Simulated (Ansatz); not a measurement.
Relaxation of CH7BO2 (11 atoms, charge 0, multiplicity 1), to a largest force component of 0.03 eV/Å in at most 50 steps.

Method: RKS PBE0-D4/6-31G* in Ansatz.

```xyz
11
Properties=species:S:1:pos:R:3
B -0.112 0.600 -0.196
H 0.109 -0.442 1.954
C 1.269 0.027 -0.727
H 1.283 -1.067 -0.802
H 1.479 0.416 -1.733
H 2.119 0.317 -0.097
O -1.308 -0.016 -0.422
H -1.188 -0.859 -0.871
O -0.213 1.823 0.453
H 0.656 2.223 0.558
H 0.050 0.262 2.007
```

Q: Where does it end, and by what steps?

A: The forces met the threshold. After 17 steps the energy has fallen by 0.219 eV; H2 moved furthest, 1.44 Å.

| step | energy less start (eV) | largest force component (eV/Å) | accepted |
| --- | --- | --- | --- |
| 0 | 0.0000 | 1.597 | yes |
| 1 | -0.1296 | 0.275 | yes |
| 2 | -0.1732 | 0.228 | yes |
| 3 | -0.1931 | 0.121 | yes |
| 4 | -0.1971 | 0.069 | yes |
| 5 | -0.2036 | 0.112 | yes |
| 6 | -0.1837 | 0.926 | no |
| 7 | -0.2068 | 0.044 | yes |
| 8 | -0.2088 | 0.161 | yes |
| 9 | -0.2100 | 0.257 | yes |
| 10 | -0.2129 | 0.106 | yes |
| 11 | -0.2154 | 0.091 | yes |
| 12 | -0.2169 | 0.060 | yes |
| 13 | -0.2164 | 0.255 | no |
| 14 | -0.2177 | 0.062 | yes |
| 15 | -0.2181 | 0.100 | yes |
| 16 | -0.2184 | 0.043 | yes |
| 17 | -0.2186 | 0.016 | yes |

```xyz
11
Properties=species:S:1:pos:R:3
B -0.180 0.554 -0.456
H 0.494 -0.040 3.277
C 1.237 0.005 -0.916
H 1.218 -1.067 -1.146
H 1.563 0.518 -1.831
H 2.023 0.161 -0.168
O -1.355 0.091 -0.977
H -1.203 -0.614 -1.615
O -0.324 1.554 0.466
H 0.530 1.855 0.793
H 0.144 0.267 2.697
```

Whether the end is a true minimum wasn't checked by a vibrational analysis.

Run time: 63 s on 1 thread of AMD EPYC 7R43 64-Core Processor (Zen 3) (shared host), peak memory 0.16 GiB.
